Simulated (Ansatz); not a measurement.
```yaml
crystal:
  periodic: [true, true, true]
  atoms:
    - {symbol: B, position_ang: [-0.474757, 1.182965, -0.207844]}
    - {symbol: C, position_ang: [0.378019, 0.277180, 0.549828]}
    - {symbol: C, position_ang: [0.880681, -0.941767, 0.761406]}
    - {symbol: B, position_ang: [-0.024042, -0.917648, -0.364129]}
    - {symbol: H, position_ang: [-0.011328, 1.781327, -1.132634]}
    - {symbol: H, position_ang: [-1.606541, 1.343876, 0.140338]}
    - {symbol: H, position_ang: [1.563964, -1.390780, 1.463489]}
    - {symbol: H, position_ang: [-0.613796, -1.392253, -1.266254]}
basis:
  gaussian: {orbitals: cc-pVDZ}
hamiltonian: {xc: {name: r2SCANh}}
accuracy: high
output: {forces: true}
```

```sh
$ ansatz run in.yaml --threads 2 --pin off --events-out ev --progress --plain --max-ram 4352MiB
```

(1) How does Ansatz answer? (Best estimate.)

Results:

(1) Ansatz gave: The program refused the input.
```
Error: YAML parse error: error: line 2 column 3: crystal: missing field `lattice` (a structure is typed as `lattice` and `atoms`, a molecule's as `atoms` in Å alone, or read from a run's directory, `checkpoint`)
 --> <input>:2:3
1 | crystal:
2 |   periodic: [true, true, true]
3 |   atoms:
4 |     - {symbol: B, position_ang: [-0.474757, 1.182965, -0.207844]}
```
